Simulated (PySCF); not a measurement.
**Structure revision by computed shifts**

A compound C₅H₁₀N₂OSi gives the data below (simulated from a calculation) and was assigned the structure `CO/C(C#N)=C/[Si@@H](C)N`.

13C{1H} NMR (computed): δ 148.7 (C), 128.5 (CH), 118.4 (C), 58.6 (CH3), 32.6 (CH3).

1H NMR (400 MHz, computed): δ 5.97 (t, 1H), 5.12 (d, 2H), 3.98 (s, 3H), 2.82 (s, 3H), -0.43 (br s, 1H).

[PySCF 2.14: NMR shieldings at PBE0/pcSseg-1/GIAO; geometry from GFN2-xTB; no solvent model; averaged over atoms made equivalent by symmetry, fast rotation or ring inversion; relativity neglected; single conformer]

Chemical shifts δ = σref − σ; TMS for 1H (31.72 ppm) and 13C (186.93 ppm), all at this level.

Question: Compare with the shifts computed for the proposed structure, pairing carbons in order of shift.

Answer: Structure with atom numbers: `[CH3:1][O:2]/[C:3]([C:4]#[N:5])=[CH:6]/[Si@@H:7]([CH3:8])[NH2:9]`. Each H is labelled by its parent atom.

| atom | computed for proposal | given list | difference |
| --- | --- | --- | --- |
| C3 | 148.3 | 148.7 | -0.4 |
| C6 | 129.5 | 128.5 | +1.0 |
| C4 | 120.3 | 118.4 | +1.9 |
| C1 | 58.1 | 58.6 | -0.5 |
| C8 | -2.6 | 32.6 | -35.2 |

The rms difference is 15.8 ppm and the largest -35.2 ppm at C8 (methyl carbon bonded to Si). The proposal doesn't fit.

Question: Which isomer fits?

Answer: SMILES CN[SiH2]/C=C(/C#N)OC.

- Carbon types of the structure: 2 × C, 1 × CH, 2 × CH3, leaving 3 H on heteroatoms.
- δC 148.7: alkene carbon bearing oxygen; an sp2 carbon further deshielded by the attached heteroatom.
- δC 128.5: β carbon of an enol-ether or enamine type C=C.
- δC 118.4: nitrile carbon; typical of a nitrile.
- δH -0.43: hydrogen on a nitrogen bonded to C, Si; exchangeable, gas-phase position.

The shifts were computed for this structure.

The OH or NH signal is concentration- and solvent-dependent in practice; the value given is the gas-phase one. Shifts are as computed. Against solution values, carbons near 30 ppm lie about +3 ppm off and those near 130 ppm about +5 ppm. Of 1309 compounds with measured shifts, 239 miss one by over three times the rms of a fit or turn the order of signals round; such compounds aren't used in these exercises. Multiplicities follow the n + 1 count of equivalent neighbours, as no J values were calculated; m marks all less simple cases, F and P coupling included.
